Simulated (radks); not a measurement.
Values are calculated unless marked as measured or tabulated.
All-electron atom: Fe XVIII in [He] 2s2 2p4.5 3p0.5 (fractional occupations, a model configuration). Level of theory: scalar-relativistic Kohn-Sham, TASK exchange with Perdew-Wang LDA correlation, spin-polarised, spherical densities, finite nucleus; open shells are filled with parallel spins first; meta-GGA in the generalised Kohn-Sham scheme; Fermi nuclear charge, rms radius 3.7377 fm (a radial shooting solver on a logarithmic mesh with Libxc functionals).

Local quantities along the radius. ELF = 1/(1 + alpha^2) is the electron localisation function; alpha = (tau - tau_W)/tau_unif compares the Pauli kinetic energy density with that of the uniform gas (summed over spins); r v_xc is r times the local exchange-correlation potential of spin up (hartree bohr, multiplicative part alone); -r V(r) is the screened charge that the Kohn-Sham potential of spin up presents (atomic units); s = |grad rho|/(2 (3 pi^2)^(1/3) rho^(4/3)) is the reduced gradient. tau is taken from the large components.

r (bohr)	ELF	alpha	r v_xc	-r V(r)	s
0.003761	1.000	0.01303	-0.2107	25.87	0.4524
0.004705	1.000	0.01376	-0.2299	25.81	0.4466
0.005886	1.000	0.01483	-0.2533	25.73	0.4451
0.007306	1.000	0.01631	-0.2799	25.63	0.4477
0.00914	1.000	0.01852	-0.3113	25.50	0.4551
0.01143	1.000	0.02179	-0.3458	25.34	0.4676
0.01431	0.999	0.02679	-0.3812	25.15	0.4863
0.01775	0.999	0.03440	-0.4126	24.91	0.5115
0.02221	0.998	0.04759	-0.4380	24.60	0.5472
0.02779	0.995	0.07142	-0.4574	24.24	0.5953
0.03477	0.986	0.1181	-0.5031	23.85	0.6585
0.04315	0.957	0.2121	-0.6447	23.53	0.7341
0.05398	0.846	0.4274	-0.7960	23.15	0.8169
0.06753	0.561	0.8850	-0.6562	22.43	0.8573
0.08449	0.293	1.553	-0.6146	21.76	0.7551
0.1049	0.254	1.716	-0.7562	21.24	0.5109
0.1312	0.434	1.142	-0.8948	20.65	0.3397
0.1641	0.701	0.6532	-0.9694	19.99	0.3639
0.2053	0.833	0.4471	-1.031	19.37	0.5066
0.2548	0.857	0.4083	-1.102	18.92	0.7276
0.3188	0.776	0.5379	-1.240	18.69	1.084
0.3989	0.406	1.210	-0.4461	17.68	1.614
0.499	0.086	3.251	-0.2931	17.41	2.014
0.6193	0.089	3.190	-0.7057	17.76	1.887
0.7748	0.158	2.307	-0.6545	17.67	2.507
0.9694	0.090	3.187	0.2704	16.73	4.708
1.213	0.016	7.892	0.04466	16.96	10.61
1.505	0.001	32.13	-0.1071	17.11	28.79
1.883	0.000	261.2	-0.03528	17.04	108.8

On this mesh the ELF has minima near r = 0.095, 0.56 bohr, which separate the shells, and maxima near 0.25 (0.86), 0.77 (0.16).
